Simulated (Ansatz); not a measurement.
One geometry of the cluster TaTe2⁻, several levels of theory.

```yaml
crystal:
  periodic: [false, false, false]
  atoms:
    - {symbol: Ta, position_ang: [0.830704, -0.127574, -0.159863]}
    - {symbol: Te, position_ang: [-0.219931, 2.139686, -0.561199]}
    - {symbol: Te, position_ang: [-0.610773, -2.012112, 0.721062]}
basis:
  gaussian: {orbitals: def2-TZVPD, initial_orbitals: start.molden}
total_charge: -1
correlation: {method: mp2}
scf: {omitted_lower_state_checks: [starts]}
output: {orbitals: {seedname: orbitals}}
```

The file start.molden holds the orbitals of an earlier run on this structure, at another level or in another basis.

```sh
$ ansatz run in.yaml --threads 4 --pin off --events-out ev --progress --plain --max-ram 3916MiB
```

Output, abridged:

```
Functional definition: HF
1453 factors; integrals over basis functions are off by at most 4.5e-4 eV
mean field evaluation 1: about -16066.6400 eV, gradient 1.8e1 eV
mean field evaluation 2: about -16067.4700 eV, gradient 1.4e0 eV
mean field evaluation 4: about -16067.6293 eV, gradient 9.6e-2 eV
mean field evaluation 8: about -16067.6293 eV, gradient 2.1e-6 eV
mean field -16067.62927371 eV, -590.4744847785 hartree, gradient 2.8e-6 eV, S^2 0.000000; 0 other end points of the search recorded, 0 dependent functions left out; unrestricted orbitals would lower it
mean field evaluation 16: about -16068.5223 eV, gradient 2.2e-1 eV
8 core orbitals not correlated: weight in the atoms' cores, before any rotation towards them, 1.000 or more for the frozen orbitals, at most 0.000 for the correlated occupied ones
reference -16067.62927371 eV, -590.4744847785 hartree; 23, 23 occupied and 130, 130 virtual orbitals, 1453 factors
second order -34.84517030 eV of doubles, -0.00000000 eV of singles
Total energy: -16102.47444401 eV, -591.7550211681 hartree
Checks for a lower state left out: starts
```

Hardware: 4 threads of Arm Neoverse V2 on a shared host. Wall time 2 s.

First input, but with `hamiltonian: {xc: hse06, dispersion: d4}` and without the key `correlation` (abridged; 2.2 s):

```
Functional definition: HSE06
mean field -16141.04744813 eV, -593.1725529239 hartree, gradient 2.2e-5 eV, S^2 0.000000
Total energy: -16141.18103019 eV, -593.1774619742 hartree
Checks for a lower state left out: starts
```

As the first input, with `hamiltonian: {xc: {text: "exchange = 0.50*pbe_x + 0.50*exact_x\ncorrelation = pbe_c"}}` and without the key `correlation` (abridged; 2.3 s):

```
Functional definition: unnamed
mean field -16140.84884489 eV, -593.1652543896 hartree, gradient 1.7e-5 eV, S^2 0.000000
Total energy: -16140.84887174 eV, -593.1652553761 hartree
Checks for a lower state left out: starts
```

As the first input, with `hamiltonian: {xc: {text: "exchange = 0.65*pbe_x + 0.35*exact_x\ncorrelation = pbe_c"}}` and without the key `correlation` (abridged; 2.1 s):

```
Functional definition: unnamed
mean field -16141.00344845 eV, -593.1709359653 hartree, gradient 1.2e-5 eV, S^2 0.000000
Total energy: -16141.00348312 eV, -593.1709372396 hartree
Checks for a lower state left out: starts
```

The first input with `gaussian: {orbitals: def2-SVPD, initial_orbitals: start.molden}`, `hamiltonian: {xc: pbe0, dispersion: d4}` and without the key `correlation` (abridged; 1.4 s):

```
Functional definition: PBE0
mean field -16140.39068053 eV, -593.1484171596 hartree, gradient 3.3e-5 eV, S^2 0.000000
Total energy: -16140.52481208 eV, -593.1533464034 hartree
Checks for a lower state left out: starts
```

The first input with `hamiltonian: {xc: pbe, dispersion: d4}` and without the key `correlation` (abridged; 1.3 s):

```
Functional definition: PBE
mean field -16141.66228072 eV, -593.1951476049 hartree, gradient 1.8e-5 eV, S^2 0.000000
Total energy: -16141.81543923 eV, -593.2007760763 hartree
Checks for a lower state left out: starts
```

First input, but with `hamiltonian: {xc: pbe}`, `correlation: {method: rpa}` and without the key `output` (abridged; 7 s):

```
Functional definition: PBE
mean field -16141.66227486 eV, -593.1951473894 hartree, gradient 2.4e-6 eV, S^2 0.000000; unrestricted orbitals would lower it
mean field evaluation 16: about -16068.1569 eV, gradient 3.2e0 eV
8 core orbitals not correlated: weight in the atoms' cores, before any rotation towards them, 1.000 or more for the frozen orbitals, at most 0.000 for the correlated occupied ones
Total energy: -16111.06657442 eV, -592.0707761366 hartree
Checks for a lower state left out: starts
```

Geometry: r2SCAN-D4/def2-TZVPD.

In the def2 sets Ta, Te take a core potential; there is no spin–orbit coupling. HSE06 is defined as in plane-wave codes, on full-range PBE exchange. Correlated methods freeze 8 core orbitals; core or outer-core shells of Ta, Te are correlated, in sets that lack core-valence functions. At MP2/def2-TZVPD, PBE-D4/def2-TZVPD, RPA@PBE/def2-TZVPD the restricted singlet (for correlated methods, its reference) is unstable: a solution with broken spin symmetry lies lower. The restricted singlet is unstable towards broken spin symmetry at other levels; at HSE06-D4/def2-TZVPD, PBE with 50 % exact exchange/def2-TZVPD, PBE with 35 % exact exchange/def2-TZVPD, PBE0-D4/def2-SVPD this wasn't settled. The geometry of the singlet was relaxed on an unsound state (restricted singlet, unstable towards broken spin symmetry). The order of the spin states hangs on the level: the triplet lies 0.43 eV below the singlet at PBE0-D4/def2-TZVPD, but 0.20 eV above it at MP2/def2-TZVPD. The singlet is doubtful at PBE0-D4/def2-TZVPD (restricted singlet, unstable towards broken spin symmetry). The singlet is doubtful at MP2/def2-TZVPD (restricted singlet, unstable towards broken spin symmetry). The triplet is doubtful at MP2/def2-TZVPD (⟨S²⟩ 2.27, where a pure state has 2.00). The structure comes from a short search, and lower isomers may exist.
